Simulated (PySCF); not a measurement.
A geometry optimisation, step by step.

Species: CHFSe.
Bonds: F1–C2, C2–Se3 (double). Hydrogens: H4 on C2.

Method: PBE0-D3(BJ)/def2-SVP geometry optimisation, gas phase in PySCF 2.14.0; density fitting, grid level 1; the optimiser is geomeTRIC in internal coordinates, started from a GFN2-xTB structure with every atom displaced at random (about 0.01 Å). The frame can shift and turn from step to step; on so coarse a grid that alone can change the energy by a few meV, and forces under 0.02 eV/Å are noise.

Step 0: E = -69096.1761 eV, largest atomic force 1.179 eV/Å
```
atom  x, y, z in Å  |  force x, y, z in eV/Å
F1     -0.953   -0.875    0.574   -0.166   0.488  -0.306
C2     -0.083    0.051    0.205   -0.060  -1.037   0.557
Se3     1.573   -0.039    0.653    0.890   0.090   0.175
H4     -0.499    0.838   -0.400   -0.665   0.459  -0.426
```

Step 1: E = -69095.8872 eV, largest atomic force 2.463 eV/Å
```
atom  x, y, z in Å  |  force x, y, z in eV/Å
F1     -0.649    0.973    0.754   -1.458   0.767   0.859
C2     -0.153   -0.126    0.291    1.398   0.848  -1.842
Se3     1.519   -0.460    0.631    0.308  -0.957   0.272
H4     -0.675   -0.411   -0.649   -0.247  -0.657   0.712
```

Step 2: E = -69096.0645 eV, largest atomic force 2.025 eV/Å
```
atom  x, y, z in Å  |  force x, y, z in eV/Å
F1     -0.713    0.980    0.747   -0.507   0.426   0.889
C2     -0.119   -0.078    0.288    0.639   0.367  -1.887
Se3     1.536   -0.509    0.613   -0.059  -0.300   0.397
H4     -0.664   -0.418   -0.620   -0.073  -0.493   0.600
```

Step 3: E = -69096.1738 eV, largest atomic force 0.866 eV/Å
```
atom  x, y, z in Å  |  force x, y, z in eV/Å
F1     -0.688    0.974    0.788   -0.627   0.099   0.097
C2     -0.105   -0.050    0.223    0.666   0.319  -0.453
Se3     1.522   -0.497    0.643    0.042  -0.365  -0.003
H4     -0.687   -0.452   -0.627   -0.080  -0.053   0.359
```

Step 4: E = -69096.2053 eV, largest atomic force 0.681 eV/Å
```
atom  x, y, z in Å  |  force x, y, z in eV/Å
F1     -0.708    0.974    0.789   -0.165  -0.213  -0.134
C2     -0.090   -0.033    0.206    0.411   0.504   0.203
Se3     1.525   -0.511    0.642   -0.057  -0.170  -0.042
H4     -0.685   -0.454   -0.611   -0.188  -0.121  -0.027
```

Step 5: E = -69096.2146 eV, largest atomic force 0.317 eV/Å
```
atom  x, y, z in Å  |  force x, y, z in eV/Å
F1     -0.720    0.970    0.786   -0.003  -0.122  -0.065
C2     -0.079   -0.022    0.203    0.036   0.297   0.104
Se3     1.526   -0.520    0.640    0.035  -0.088  -0.001
H4     -0.686   -0.453   -0.602   -0.067  -0.087  -0.039
```

Step 6: E = -69096.2162 eV, largest atomic force 0.096 eV/Å
```
atom  x, y, z in Å  |  force x, y, z in eV/Å
F1     -0.724    0.969    0.785    0.022  -0.030  -0.025
C2     -0.075   -0.014    0.201   -0.039   0.080   0.035
Se3     1.527   -0.524    0.640    0.008  -0.026  -0.008
H4     -0.687   -0.456   -0.600    0.009  -0.023  -0.002
```

Step 7: E = -69096.2164 eV, largest atomic force 0.029 eV/Å
```
atom  x, y, z in Å  |  force x, y, z in eV/Å
F1     -0.726    0.969    0.785    0.020  -0.002  -0.007
C2     -0.075   -0.011    0.201   -0.026   0.013   0.003
Se3     1.527   -0.526    0.639    0.001  -0.006   0.001
H4     -0.685   -0.457   -0.599    0.006  -0.005   0.004
```

Step 8: E = -69096.2164 eV, largest atomic force under 0.02 eV/Å
```
atom  x, y, z in Å  |  force x, y, z in eV/Å
F1     -0.725    0.969    0.786    0.005   0.013  -0.006
C2     -0.075   -0.011    0.201   -0.006  -0.007   0.009
Se3     1.526   -0.525    0.639    0.001  -0.006  -0.003
H4     -0.685   -0.457   -0.599    0.001   0.000   0.000
```

Question: Summarise the path.

Answer: The energy falls by 0.0403 eV from step 0 to step 8; nine tenths of that is first reached at step 5. It rises by more than 0.2 meV at step 1. The largest force goes from 1.179 to under 0.02 eV/Å. Among the bonds C2–H4 changes most, from 1.076 to 1.101 Å; the atoms move by 0.029 Å rms after alignment.

Question: Follow the three bonds and two angles with the largest change from start to end.

Answer: 
| step | E above end (eV) | largest force (eV/Å) | C2–H4 (Å) | C2=Se3 (Å) | F1–C2 (Å) | F1–C2–H4 (°) | F1–C2–Se3 (°) |
| --- | --- | --- | --- | --- | --- | --- | --- |
| 0 | 0.0403 | 1.179 | 1.076 | 1.718 | 1.322 | 114.5 | 121.6 |
| 1 | 0.3292 | 2.463 | 1.112 | 1.738 | 1.292 | 109.9 | 117.6 |
| 2 | 0.1518 | 2.025 | 1.112 | 1.741 | 1.297 | 108.3 | 124.8 |
| 3 | 0.0426 | 0.866 | 1.106 | 1.739 | 1.306 | 112.5 | 121.0 |
| 4 | 0.0111 | 0.681 | 1.095 | 1.739 | 1.318 | 111.6 | 122.3 |
| 5 | 0.0018 | 0.317 | 1.097 | 1.736 | 1.317 | 110.6 | 123.7 |
| 6 | 0.0001 | 0.096 | 1.100 | 1.737 | 1.315 | 110.4 | 124.2 |
| 7 | 0.0000 | 0.029 | 1.101 | 1.738 | 1.314 | 110.5 | 124.4 |
| 8 | 0.0000 | under 0.02 | 1.101 | 1.738 | 1.313 | 110.6 | 124.4 |

The cost below is that of the whole optimisation. Hardware: an Intel Xeon Platinum 8259CL at 2.50 GHz with one thread, no GPU, shared host. Cost: 15 s wall, 0.29 GiB resident at most.
